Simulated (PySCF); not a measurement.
Potential energy of Te₂ along the bond

Set-up: PySCF, scalar-relativistic core potentials, basis sets Te cc-pVTZ-PP with ECP28. Energies in eV from Te + Te in their ground configurations at the same level. State: ³Σg⁻ (triplet), unpaired electrons π ↑↑.

All columns are PBE0.

| R (Å) | E (eV) | HOMO (eV) | LUMO (eV) | Mayer bond order | ⟨S²⟩ |
| --- | --- | --- | --- | --- | --- |
| 2.195 | -1.356 | -5.80 | -3.04 | 2.10 | 2.01 |
| 2.297 | -2.310 | -5.97 | -3.23 | 2.08 | 2.01 |
| 2.399 | -2.821 | -6.14 | -3.42 | 2.07 | 2.01 |
| 2.475 | -2.998 | -6.26 | -3.56 | 2.06 | 2.01 |
| 2.552 | -3.045 | -6.37 | -3.68 | 2.05 | 2.01 |
| 2.629 | -2.996 | -6.47 | -3.80 | 2.05 | 2.01 |
| 2.731 | -2.823 | -6.60 | -3.95 | 2.04 | 2.01 |
| 2.858 | -2.496 | -6.74 | -4.12 | 2.03 | 2.01 |
| 3.011 | -2.019 | -6.66 | -4.30 | 2.03 | 2.01 |
| 3.216 | -1.342 | -6.48 | -4.50 | 2.02 | 2.01 |

These are scalar-relativistic numbers at best; spin–orbit coupling would shift them, the dissociation energy most. The state was picked by a PBE0 search and need not be the measured ground state.
